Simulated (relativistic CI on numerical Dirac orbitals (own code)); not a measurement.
## Line list: Electric-dipole lines, V I

These numbers are calculated, not measured: Dirac-Coulomb-Breit CI, KLI orbitals optimised for each configuration, model QED, valence Slater integrals scaled by 0.85, P86 correlation energy added to each configuration (own radial code, finite nucleus).

Configuration list (outside the closed core [Ar]): 3d3 4s2, 3d4 4s, 3d4 4p, 3d3 4s 4p, 3d5, 3d3 4s 4d, 3d4 4d, 3d3 4s 5s, 3d2 4s2 4p, 3d4 5s, 3d3 4s 6s, 3d3 4s 5p, 3d3 4s 4f, 3d3 4s 6p, 3d3 4s 5d, 3d4 5p, 3d3 4s 7s, 3d3 4s 5g, 3d3 4s 5f, 3d3 4s 7p, 3d3 4s 6d, 3d3 4s 7d, 3d2 4s2 6s, 3d2 4s2 4f, 3d2 4s2 6p, 3d2 4s2 5d, 3d2 4s2 7s, 3d2 4s2 5g, 3d2 4s2 5f, 3d2 4s2 7p, 3d2 4s2 6d, 3d3 4p 4d, 3d2 4s2 7d, 3d3 4p2, 3d2 4p3, 3d3 4d2, 3d2 4p 4d2, 3d2 4s 4p2, 3d2 4p2 4d, 3d2 4p2 5s, 3d 4s 4p3, 3d2 4p2 6s. Double excitations out of closed p, d and f shells are left out; levels of such configurations are missing from the list, as are those of other unlisted configurations, and high levels can miss mixing partners. These lack a partner that the ground configuration has and come out too high: 3d2 4s2 4f, 3d2 4s2 6p, 3d2 4s2 5d, 3d2 4s2 7s, 3d2 4s2 5g.

| λ vac (nm) | Lower | Upper | A (s⁻¹) | E lower (cm⁻¹) | E upper (cm⁻¹) |
| --- | --- | --- | --- | --- | --- |
| 418.85 | 3d4 4s 6D_7/2 [8] | 3d4 4p 6D°_9/2 [126] | 2.47e+07 | 4589.9 | 28465.1 |
| 419.50 | 3d4 4s 6D_5/2 [7] | 3d4 4p 6D°_7/2 [125] | 4.43e+07 | 4520.8 | 28358.8 |
| 420.04 | 3d4 4s 6D_3/2 [6] | 3d4 4p 6D°_5/2 [124] | 5.68e+07 | 4470.2 | 28277.3 |
| 420.36 | 3d4 4s 6D_9/2 [9] | 3d4 4p 6D°_9/2 [126] | 1.11e+08 | 4676.1 | 28465.1 |
| 420.50 | 3d4 4s 6D_1/2 [5] | 3d4 4p 6D°_3/2 [123] | 5.63e+07 | 4439.3 | 28220.5 |
| 420.72 | 3d4 4s 6D_7/2 [8] | 3d4 4p 6D°_7/2 [125] | 6.49e+07 | 4589.9 | 28358.8 |
| 421.05 | 3d4 4s 6D_3/2 [6] | 3d4 4p 6D°_3/2 [123] | 2.42e+06 | 4470.2 | 28220.5 |
| 421.09 | 3d4 4s 6D_1/2 [5] | 3d4 4p 6D°_1/2 [122] | 3.00e+07 | 4439.3 | 28187.0 |
| 421.64 | 3d4 4s 6D_3/2 [6] | 3d4 4p 6D°_1/2 [122] | 1.06e+08 | 4470.2 | 28187.0 |
| 421.95 | 3d4 4s 6D_5/2 [7] | 3d4 4p 6D°_3/2 [123] | 7.76e+07 | 4520.8 | 28220.5 |
| 422.16 | 3d4 4s 6D_7/2 [8] | 3d4 4p 6D°_5/2 [124] | 5.25e+07 | 4589.9 | 28277.3 |

Terms are leading LS components. Brackets give the number of a level in order of energy, since labels repeat. The list gives strong lines, with weight on those to low levels, without lines whose two gauges differ by over a factor of 2.5, among the lowest 400 of 10270 levels, so that lines to higher ones, which can be the strongest, are missing, and without lines across small gaps between configurations, and without 337 lines that miss the measured interval by over 3.5 %, start from a term whose rates miss tabulated ones by over 60 %, have gauges far apart or, lacking measured levels, span too small a gap for the errors found; lines with a level outside our table were not tested and can miss by more. Levels whose partners in the same complex of configurations lie outside the list can be far off, and so can their lines. Rates are taken at the computed energies, electric ones in the length gauge.

Correlation outside the listed configurations is missing or only estimated: errors of thousands of cm⁻¹ between configurations and terms are usual at this charge. Rates and lifetimes follow the computed energies and can be off by large factors. The fine structure of a lone outer electron comes out too small, for d and f at times inverted, and misplaced configurations move strength between like terms. 43 of the 51 excited levels that our extract of the measured tables holds in this range could be paired (the sources list more); they are missed by 2024 cm⁻¹ on average and 4638 at most, and levels without a partner can miss by more.

Task: From the table, what is the radiative lifetime of 3d4 4p 6D°_3/2?

Result: The listed rates from this level add up to about 1.36e+08 s⁻¹, 100 % of its decay; with all channels τ = 7.33e-09 s.
